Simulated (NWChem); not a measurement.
# Basis-set convergence for H5BOSi

SMILES: [SiH3]OB
```xyz
8

B      0.5064    -1.7203     0.0000
H      1.7098    -1.5396     0.0000
H      0.0292    -2.8334     0.0000
O     -0.3371    -0.6706     0.0000
Si    -0.1019     0.9956     0.0000
H     -0.7521     1.5478    -1.2195
H      1.3579     1.3060     0.0000
H     -0.7521     1.5478     1.2195
```
Charge 0, spin multiplicity 1.

All runs are NWChem calculations. All single points use one geometry, from PBE0/def2-SVP, a minimum by its harmonic frequencies. It is one conformer; others weren't searched.

Quantity: LUMO energy at the level B3LYP.

B3LYP has NWChem's definition, with VWN1-RPA local correlation. The Pople sets run with spherical d functions. The structure started from a generated list of species.

Costs are rough ratios of processor time within this set of runs, SCF included, with pcseg-1 as 1.

```csv
basis,functions,LUMO energy (eV),relative cost
pcseg-1,71,-0.70,1
def2-SVP,71,(withheld),under 3
cc-pVDZ,71,-0.58,under 3
6-311G**,92,(withheld),under 3
def2-SVPD,107,-0.89,under 3
aug-cc-pVDZ,118,-0.95,6
aug-pcseg-1,118,-0.95,3
def2-TZVP,129,(withheld),under 3
pcseg-2,164,-0.90,6
cc-pVTZ,164,-0.81,6
```

Task: Complete the blanks.

Result: 
- def2-SVP, LUMO energy (eV): -0.62
- 6-311G**, LUMO energy (eV): -0.66
- def2-TZVP, LUMO energy (eV): -0.86
